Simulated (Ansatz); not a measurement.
The same ligand exchange along the group C, Si, Sn.

Isolated molecules relaxed with PBE0-D4/def2-TZVP in Ansatz; ΔE leaves out vibrations. CCSD(T)/CBS adds triple-zeta CCSD(T) − MP2 to the extrapolated MP2 energy (def2 sets, frozen cores). This one scheme is used for every species. Functionals use def2-TZVPP. B3LYP here is the variant with VWN-RPA as its local correlation; programs differ in this. def2 core potentials past Kr. For Br, Sn outer-core shells are correlated without core-valence functions, which leaves a few kJ/mol of doubt a bond. Scalar relativity is left out up to krypton.

```json
{"reaction": "`FC(Br)Br` + HCl → `ClC(Br)Br` + H–F", "B3LYP-D4 (kJ/mol)": "5", "ωB97M-V (kJ/mol)": "5", "ωB97X-V (kJ/mol)": "8", "CCSD(T)/CBS(def2) (kJ/mol)": "-9"}
{"reaction": "`F[SiH](Br)Br` + HCl → `Cl[SiH](Br)Br` + H–F", "B3LYP-D4 (kJ/mol)": "47", "ωB97M-V (kJ/mol)": "46", "ωB97X-V (kJ/mol)": "47", "CCSD(T)/CBS(def2) (kJ/mol)": "42"}
{"reaction": "`[F][SnH]([Br])[Br]` + HCl → `[Cl][SnH]([Br])[Br]` + H–F", "B3LYP-D4 (kJ/mol)": "-32", "ωB97M-V (kJ/mol)": "-32", "ωB97X-V (kJ/mol)": "-28", "CCSD(T)/CBS(def2) (kJ/mol)": "-38"}
```

Largest T1 diagnostic: 0.011, for `[F][SnH]([Br])[Br]`.
